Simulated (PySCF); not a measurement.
**Dipole response of Au²⁺ (gold, charge +2)**

[Xe] 4f14 5d9, 2D determinant. All numbers are calculated (PySCF 2.14, a scalar-relativistic core potential, in def2-QZVPPD with the def2 core potential (60 electrons) (7s5p4d4f2g, 88 functions)). Coupled (time-dependent) response in atomic units; α is the mean over directions.

| method | mean α (bohr³) | α xx, yy, zz | C₆ (like pair) | S(−4) |
| --- | --- | --- | --- | --- |
| PW91 | 8.865 | 8.756, 8.756, 9.082 | 58.12 | 16.28 |
| CAM-B3LYP | 8.583 | 8.478, 8.478, 8.793 | 56.02 | 14.80 |

S(−4) is the Cauchy moment in α(ω) = α(0) + S(−4) ω² + …

Spin-orbit coupling is absent.

α(iu) at CAM-B3LYP:

```tsv
u (hartree)	α(iu) (bohr³)
0	8.583
0.0500	8.547
0.100	8.440
0.200	8.056
0.300	7.535
0.500	6.416
0.750	5.212
1.00	4.276
1.50	2.980
2.00	2.167
3.00	1.268
5.00	0.5677
```

A single London oscillator, α(iu) = α/(1 + u²/ω²), gives C₆ = (3/4) ω α². Matching the computed C₆ needs ω = 4 × 56.02 / (3 × 8.583²) = 1.01 hartree.

For an ion, C₆ is the dispersion term alone; charge-induced terms of lower order in 1/R come first.

The components differ because the open shell of this determinant is not spherical; for a pure term their mean is the scalar polarisability.

Energies and moments cover only the electrons outside the core potential. Spin-orbit coupling, absent here, splits the open shell strongly.
